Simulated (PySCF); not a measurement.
Species: C₅H₆N₂O₂.
Bonds: C1–N2, N2–N3, N3–C4 (double), C4–O5, C4–C6, C6–C7 (double), C7–C8, C8–O9 (double), N2–C8. Hydrogens: H10, H11, H12 on C1; H13 on O5; H14 on C6; H15 on C7.

The same species was optimised twice, with GFN2-xTB and with PBE0-D3(BJ)/def2-SVP (PySCF), and the same property calculations (PySCF, gas phase) were run on both structures.

```json
{"coordinate": "N2–C8 (Å)", "GFN2-xTB": "1.385", "PBE0-D3(BJ)/def2-SVP": "1.392", "change": "+0.007"}
{"coordinate": "N2–N3 (Å)", "GFN2-xTB": "1.329", "PBE0-D3(BJ)/def2-SVP": "1.336", "change": "+0.007"}
{"coordinate": "C4–C6 (Å)", "GFN2-xTB": "1.425", "PBE0-D3(BJ)/def2-SVP": "1.430", "change": "+0.005"}
{"coordinate": "C7–C8 (Å)", "GFN2-xTB": "1.453", "PBE0-D3(BJ)/def2-SVP": "1.457", "change": "+0.004"}
{"coordinate": "N3–C4 (Å)", "GFN2-xTB": "1.298", "PBE0-D3(BJ)/def2-SVP": "1.294", "change": "-0.004"}
{"coordinate": "C6–C7 (Å)", "GFN2-xTB": "1.351", "PBE0-D3(BJ)/def2-SVP": "1.354", "change": "+0.003"}
{"coordinate": "C4–O5 (Å)", "GFN2-xTB": "1.343", "PBE0-D3(BJ)/def2-SVP": "1.340", "change": "-0.003"}
{"coordinate": "C1–N2 (Å)", "GFN2-xTB": "1.445", "PBE0-D3(BJ)/def2-SVP": "1.447", "change": "+0.002"}
{"coordinate": "C8=O9 (Å)", "GFN2-xTB": "1.218", "PBE0-D3(BJ)/def2-SVP": "1.220", "change": "+0.002"}
{"coordinate": "C1–N2–C8 (°)", "GFN2-xTB": "118.4", "PBE0-D3(BJ)/def2-SVP": "117.2", "change": "-1.2"}
{"coordinate": "O5–C4–C6 (°)", "GFN2-xTB": "119.3", "PBE0-D3(BJ)/def2-SVP": "118.2", "change": "-1.1"}
{"coordinate": "C1–N2–N3 (°)", "GFN2-xTB": "116.1", "PBE0-D3(BJ)/def2-SVP": "116.8", "change": "+0.7"}
{"coordinate": "N2–C8–O9 (°)", "GFN2-xTB": "120.2", "PBE0-D3(BJ)/def2-SVP": "120.9", "change": "+0.7"}
{"coordinate": "N3–C4–C6 (°)", "GFN2-xTB": "122.3", "PBE0-D3(BJ)/def2-SVP": "122.9", "change": "+0.6"}
{"coordinate": "N2–N3–C4 (°)", "GFN2-xTB": "119.3", "PBE0-D3(BJ)/def2-SVP": "118.7", "change": "-0.6"}
{"coordinate": "N3–C4–O5 (°)", "GFN2-xTB": "118.3", "PBE0-D3(BJ)/def2-SVP": "118.9", "change": "+0.6"}
{"coordinate": "N3–N2–C8 (°)", "GFN2-xTB": "125.5", "PBE0-D3(BJ)/def2-SVP": "126.0", "change": "+0.5"}
```

Rotational constants: A = 3208, B = 1466, C = 1012 MHz (GFN2-xTB) against A = 3208, B = 1458, C = 1009 MHz (PBE0-D3(BJ)/def2-SVP).

On the GFN2-xTB structure: HOMO (eV) -6.50 [PBE0/pcSseg-1]; LUMO (eV) -1.77 [PBE0/pcSseg-1]; dipole (D) 2.92 [PBE0/pcSseg-1]; GIAO shielding of C1 (ppm) 143.2 [PBE0/pcSseg-1]; GIAO shielding of N2 (ppm) 50.5 [PBE0/pcSseg-1]; GIAO shielding of N3 (ppm) -53.5 [PBE0/pcSseg-1]; GIAO shielding of C4 (ppm) 32.3 [PBE0/pcSseg-1]; GIAO shielding of O5 (ppm) 212.7 [PBE0/pcSseg-1]; GIAO shielding of C6 (ppm) 57.2 [PBE0/pcSseg-1]; GIAO shielding of C7 (ppm) 47.6 [PBE0/pcSseg-1]; GIAO shielding of C8 (ppm) 25.8 [PBE0/pcSseg-1].

Q: What do these properties become on the PBE0-D3(BJ)/def2-SVP structure?

A: 
```json
{"property": "HOMO (eV)", "level": "PBE0/pcSseg-1", "on GFN2-xTB": "-6.50", "on PBE0-D3(BJ)/def2-SVP": "-6.53", "change": "-0.03"}
{"property": "LUMO (eV)", "level": "PBE0/pcSseg-1", "on GFN2-xTB": "-1.77", "on PBE0-D3(BJ)/def2-SVP": "-1.79", "change": "-0.02"}
{"property": "dipole (D)", "level": "PBE0/pcSseg-1", "on GFN2-xTB": "2.92", "on PBE0-D3(BJ)/def2-SVP": "2.87", "change": "-0.05"}
{"property": "energy, GFN2-xTB geometry as zero (kcal/mol)", "level": "PBE0/pcSseg-1", "on GFN2-xTB": "0.0", "on PBE0-D3(BJ)/def2-SVP": "-0.3", "change": "-0.3"}
{"property": "GIAO shielding of C1 (ppm)", "level": "PBE0/pcSseg-1", "on GFN2-xTB": "143.2", "on PBE0-D3(BJ)/def2-SVP": "142.0", "change": "-1.2"}
{"property": "GIAO shielding of N2 (ppm)", "level": "PBE0/pcSseg-1", "on GFN2-xTB": "50.5", "on PBE0-D3(BJ)/def2-SVP": "50.6", "change": "+0.1"}
{"property": "GIAO shielding of N3 (ppm)", "level": "PBE0/pcSseg-1", "on GFN2-xTB": "-53.5", "on PBE0-D3(BJ)/def2-SVP": "-48.8", "change": "+4.7"}
{"property": "GIAO shielding of C4 (ppm)", "level": "PBE0/pcSseg-1", "on GFN2-xTB": "32.3", "on PBE0-D3(BJ)/def2-SVP": "32.5", "change": "+0.2"}
{"property": "GIAO shielding of O5 (ppm)", "level": "PBE0/pcSseg-1", "on GFN2-xTB": "212.7", "on PBE0-D3(BJ)/def2-SVP": "211.4", "change": "-1.3"}
{"property": "GIAO shielding of C6 (ppm)", "level": "PBE0/pcSseg-1", "on GFN2-xTB": "57.2", "on PBE0-D3(BJ)/def2-SVP": "55.4", "change": "-1.8"}
{"property": "GIAO shielding of C7 (ppm)", "level": "PBE0/pcSseg-1", "on GFN2-xTB": "47.6", "on PBE0-D3(BJ)/def2-SVP": "45.3", "change": "-2.3"}
{"property": "GIAO shielding of C8 (ppm)", "level": "PBE0/pcSseg-1", "on GFN2-xTB": "25.8", "on PBE0-D3(BJ)/def2-SVP": "25.0", "change": "-0.8"}
```

The heavy atoms differ by 0.010 Å rms after alignment. Among bonds between heavy atoms N2–N3 and N2–C8 change most and about equally (+0.007 Å). Changes are differences of the printed values. Neither structure is proved a minimum here.

Shape of the structure used: `[CH3:1][n:2]1[n:3][c:4]([OH:5])[cH:6][cH:7][c:8]1=[O:9]`: H–O5–C4–N3 0°.
